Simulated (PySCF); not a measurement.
# Structure from 2D NMR

Compound of formula C$_{3}$H$_{7}$N$_{3}$Si. Correlations simulated from computed shifts and the bond graph:

HSQC (one-bond C–H):
| δH | δC |
| --- | --- |
| 7.94 | 155.3 |
| 2.63 | 16.5 |

HMBC (two and three bonds, from the bond graph):
| δH | δC |
| --- | --- |
| 7.94 | 170.4 |
| 5.10 | 155.3 |
| 2.63 | 170.4 |

Carbons without hydrogens: δ 170.4.

Computational details: structure optimised with GFN2-xTB, shieldings: GIAO PBE0/pcSseg-1, in PySCF 2.14.0 with density-fitted response routines (one computed conformer, averaged over atoms made equivalent by symmetry, fast rotation or ring inversion, non-relativistic, isolated molecule).

δ = σ(ref) − σ, references computed at the same level: ¹H (σ = 31.72 ppm), ¹³C (σ = 186.93 ppm) vs TMS.

Exchangeable hydrogens are left out of these lists.

**Question.** Assemble the structure.

**Answer.** SMILES n1c(C)nn([SiH3])c1.

Atoms are numbered as in `[CH3:1][c:2]1[n:3][cH:4][n:5]([SiH3:6])[n:7]1`. Hydrogens are named by the atom that carries them.

1. δC 170.4 is C2, a substituted aromatic carbon next to a ring nitrogen.
2. δC 155.3 is C4, an aromatic CH between two ring heteroatoms (δH 7.94).
3. δC 16.5 is C1, a methyl carbon on an aromatic ring (δH 2.63).
4. HMBC from δH 7.94 reaches the proton-free carbon C2.
5. HMBC from δH 2.63 reaches the proton-free carbon C2.

The data come from this structure; uniqueness wasn't tested.

Shifts are as computed. Against solution values, carbons near 30 ppm lie about +3 ppm off and those near 130 ppm about +5 ppm. Of 1211 compounds with measured shifts, 218 miss one by over three times the rms of a fit or turn the order of signals round; such compounds aren't used in these exercises.
